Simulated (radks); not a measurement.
Values are calculated unless marked as measured or tabulated.
Task: Species: neutral nitrogen. Configuration: [He] 2s2 2p3. Code: a radial shooting solver on a logarithmic mesh with Libxc functionals. Model: scalar-relativistic Kohn-Sham, PBE, spin-polarised, spherical densities, finite nucleus; open shells are filled with parallel spins first; Fermi nuclear charge, rms radius 2.5582 fm. Some entries of the table are withheld. Estimate them.

| orbital | occ. | eigenvalue (eV) | <1/r> (bohr^-1) |
|---|---|---|---|
| 1s up | 1 | -384.1757 | 6.633 |
| 1s down | 1 | -382.6551 | 6.649 |
| 2s up | 1 | -19.8768 | 1.115 |
| 2s down | 1 | -15.3038 | 1.071 |
| 2p up | 3 | -8.2990 | (1) |
| 2p down | 0 | -4.1295 | (2) |

Result: 
(1) 2p up <1/r> (bohr^-1): 0.9591
(2) 2p down <1/r> (bohr^-1): 0.8730
